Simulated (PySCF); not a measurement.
A structure optimised at PBE-D3(BJ)/def2-TZVP, used in a PySCF frequency run:

```xyz
5

Cd     0.7164    -0.0175     0.0000
Br    -1.7093     0.0093     0.0000
N      2.7430     0.1673     0.0000
H      3.1199    -0.3287    -0.8150
H      3.1199    -0.3287     0.8150
```
Charge 0, spin multiplicity 1.

Write its SMILES, formula and point group.

[NH2][Cd][Br], BrCdH2N, Cs

What are its rotational constants (standard atomic weights)?

254.90, 1.2143, 1.2123 GHz
